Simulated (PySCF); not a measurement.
## N-methylbutanamide, C5H11NO

Cartesian coordinates in Å; atom numbers follow the order of the lines, from 1:
```xyz
18

C    -3.080   -0.359   -0.095
C    -1.665   -0.642   -0.571
C    -0.605   -0.032    0.327
C     0.811   -0.322   -0.142
O     1.051   -0.985   -1.132
N     1.786    0.221    0.640
C     3.185    0.052    0.357
H    -3.255   -0.761    0.916
H    -3.285    0.724   -0.057
H    -3.827   -0.812   -0.764
H    -1.490   -1.728   -0.638
H    -1.520   -0.266   -1.596
H    -0.735    1.064    0.391
H    -0.713   -0.404    1.362
H     1.510    0.760    1.449
H     3.712   -0.465    1.176
H     3.260   -0.560   -0.551
H     3.687    1.017    0.173
```

Method: PySCF 2.14.0, quadratic response CAM-B3LYP/aug-cc-pVDZ first hyperpolarisability, Taylor convention, gas phase. Geometry: PBE0-D3(BJ)/def2-SVP.

(1) Give the tensor of the static β(0;0,0) in the axes of these coordinates.

Answers

(1) In au, Taylor convention; rows are the first index (the induced dipole):
```tsv
	xx	yy	zz	xy	xz	yz
x	+8.8	+7.0	+27.2	+8.9	+12.4	+26.6
y	+8.9	-43.8	+1.4	+7.0	+26.6	-13.1
z	+12.4	-13.1	-50.8	+26.6	+27.2	+1.4
```
Norm of βᵢ = ⅓ Σⱼ (βᵢⱼⱼ + βⱼᵢⱼ + βⱼⱼᵢ): 75.0 au, hyper-Rayleigh value 40.1 au.
